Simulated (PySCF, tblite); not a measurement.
Isomers of C5H5F3NO (doublet state), one GFN2-xTB conformer each. Single-point energies are computed at B3LYP/pcH-1 (PySCF, gas phase, no added dispersion term), electronic only. GFN2-xTB treats the open shell by occupation alone, and not every SCF solution was tested for stability.

```json
{"SMILES": "FC(F)(F)O[C@H]1C=N[CH]C1", "GFN2-xTB relative energy (kJ/mol)": "0.0"}
{"SMILES": "NC(=O)C[CH]C(F)=C(F)F", "GFN2-xTB relative energy (kJ/mol)": "74.7"}
```

Conformers: `[F:1][C:2]([F:3])([F:4])[O:5][C@H:6]1[CH:7]=[N:8][CH:9][CH2:10]1` (doublet state) with C2–O5–C6–C7 87°; `[NH2:1][C:2](=[O:3])[CH2:4][CH:5][C:6]([F:7])=[C:8]([F:9])[F:10]` (doublet state) with H–N1–C2–O3 2° and 178°, N1–C2–C4–C5 80°, C2–C4–C5–C6 -88°, C4–C5–C6–F7 -3°.

Problem. What does B3LYP/pcH-1 give for the same structures?

Solution. 
```csv
SMILES,B3LYP/pcH-1 E (Eh),B3LYP/pcH-1 (kJ/mol),GFN2-xTB (kJ/mol),point group
NC(=O)C[CH]C(F)=C(F)F,-623.02169,0.0,74.7,C1
FC(F)(F)O[C@H]1C=N[CH]C1,-623.02132,1.0,0.0,C1
```

GFN2-xTB puts FC(F)(F)O[C@H]1C=N[CH]C1 lowest instead. As drawn, the lower has an N–H bond, which the higher lacks. Neighbours under 21 kJ/mol apart (NC(=O)C[CH]C(F)=C(F)F and FC(F)(F)O[C@H]1C=N[CH]C1) can change places with a better method, another conformer or zero-point energy.

Problem. What happens when harmonic zero-point energies from GFN2-xTB frequencies are added?

Solution. 
```
                  SMILES  ZPE (kJ/mol)  electronic (kJ/mol)  with ZPE (kJ/mol)
   NC(=O)C[CH]C(F)=C(F)F         251.5                  0.0                0.0
FC(F)(F)O[C@H]1C=N[CH]C1         253.6                  1.0                3.1
```

The zero-point energies span 2.1 kJ/mol. The order is unchanged.

Problem. As an exercise, what shares would exp(−E/RT) give at 1000 K from these electronic energies alone (no entropy, no degeneracies)?

Solution. RT = 8.314 kJ/mol: NC(=O)C[CH]C(F)=C(F)F 52.9 %, FC(F)(F)O[C@H]1C=N[CH]C1 47.1 %.
